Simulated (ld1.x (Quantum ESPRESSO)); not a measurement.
## An all-electron radial function and its pseudo partner (Ce (Z = 58))

Columns: radius, all-electron u(r) and pseudo u(r) of the 5d shell (level -3.06 eV) of cerium in the configuration [Kr] 4d10 4f1 5s2 5p6 5d1 6s2 6p0; PBE, scalar-relativistic, TM scheme, ld1.x (Quantum ESPRESSO) 7.5.

```json
{"r (bohr)": "0.152", "all-electron": "0.1768", "pseudo": "0.0013"}
{"r (bohr)": "0.305", "all-electron": "-0.0139", "pseudo": "0.0098"}
{"r (bohr)": "0.458", "all-electron": "-0.2351", "pseudo": "0.0318"}
{"r (bohr)": "0.610", "all-electron": "-0.2675", "pseudo": "0.0705"}
{"r (bohr)": "0.762", "all-electron": "-0.1647", "pseudo": "0.1265"}
{"r (bohr)": "0.915", "all-electron": "-0.0068", "pseudo": "0.1974"}
{"r (bohr)": "1.068", "all-electron": "0.1547", "pseudo": "0.2776"}
{"r (bohr)": "1.220", "all-electron": "0.2958", "pseudo": "0.3594"}
{"r (bohr)": "1.372", "all-electron": "0.4096", "pseudo": "0.4365"}
{"r (bohr)": "1.525", "all-electron": "0.4957", "pseudo": "0.5034"}
{"r (bohr)": "1.678", "all-electron": "0.5559", "pseudo": "0.5558"}
{"r (bohr)": "1.830", "all-electron": "0.5940", "pseudo": "0.5921"}
{"r (bohr)": "1.982", "all-electron": "0.6146", "pseudo": "0.6132"}
{"r (bohr)": "2.135", "all-electron": "0.6218", "pseudo": "0.6212"}
{"r (bohr)": "2.288", "all-electron": "0.6189", "pseudo": "0.6188"}
{"r (bohr)": "2.440", "all-electron": "0.6085", "pseudo": "0.6086"}
{"r (bohr)": "2.592", "all-electron": "0.5931", "pseudo": "0.5932"}
{"r (bohr)": "2.745", "all-electron": "0.5741", "pseudo": "0.5741"}
{"r (bohr)": "2.898", "all-electron": "0.5528", "pseudo": "0.5528"}
{"r (bohr)": "3.050", "all-electron": "0.5305", "pseudo": "0.5305"}
{"r (bohr)": "3.202", "all-electron": "0.5075", "pseudo": "0.5075"}
{"r (bohr)": "3.355", "all-electron": "0.4842", "pseudo": "0.4842"}
{"r (bohr)": "3.508", "all-electron": "0.4611", "pseudo": "0.4611"}
{"r (bohr)": "3.660", "all-electron": "0.4384", "pseudo": "0.4384"}
{"r (bohr)": "3.812", "all-electron": "0.4161", "pseudo": "0.4161"}
{"r (bohr)": "3.965", "all-electron": "0.3943", "pseudo": "0.3943"}
```

Q: How many radial nodes do the two functions have?

A: The all-electron 5d function has n − l − 1 = 2; the pseudo-wave has 0, since the states of the same l below it are removed with the core.

Q: At about which radius was the pseudo-wave matched?

A: 3.05 bohr. The columns agree to 0.0005 from 2.29 bohr on; several derivatives are matched, so the curves merge somewhat inside the radius.

Q: Is the pseudo-wave norm-conserving?

A: Yes: the TM scheme keeps the norm inside the radius equal to the all-electron one, which fixes the energy derivative of the logarithmic derivative at the level.
